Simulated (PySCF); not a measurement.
`InChI=1S/C6H7F3/c1-3-4-5(2)6(7,8)9/h3H,1-2H3`

Cartesian coordinates in Å; atom numbers follow the order of the lines, from 1:
```xyz
16

C     2.7308    0.2455   -0.2296
C     1.6517    0.2681    0.8097
C     0.3796    0.0656    0.5834
C    -0.8971   -0.1367    0.3532
C    -1.5822   -1.4722    0.4085
C    -1.7756    1.0355    0.0097
F    -1.1123    2.1863   -0.0415
F    -2.7607    1.1751    0.9098
F    -2.3677    0.8546   -1.1799
H     2.3269    0.0213   -1.2259
H     3.4943   -0.5095    0.0174
H     3.2429    1.2202   -0.2732
H     1.9516    0.4839    1.8445
H    -0.8712   -2.2629    0.6772
H    -2.0321   -1.7159   -0.5666
H    -2.3940   -1.4568    1.1523
```

Method: quadratic response CAM-B3LYP/aug-cc-pVDZ first hyperpolarisability, Taylor convention, gas phase (PySCF 2.14.0). Geometry: PBE0-D3(BJ)/def2-SVP.

Task: Give the tensor of the static β(0;0,0) in the axes of these coordinates.

Result: In au, Taylor convention; rows are the first index (the induced dipole):
|  | xx | yy | zz | xy | xz | yz |
| --- | --- | --- | --- | --- | --- | --- |
| x | -113.5 | -28.4 | -27.6 | +8.7 | -26.9 | -1.4 |
| y | +8.7 | +47.4 | +16.1 | -28.4 | -1.4 | -11.8 |
| z | -26.9 | -11.8 | -10.5 | -1.4 | -27.6 | +16.1 |

Norm of βᵢ = ⅓ Σⱼ (βᵢⱼⱼ + βⱼᵢⱼ + βⱼⱼᵢ): 190.7 au, hyper-Rayleigh value 70.8 au.
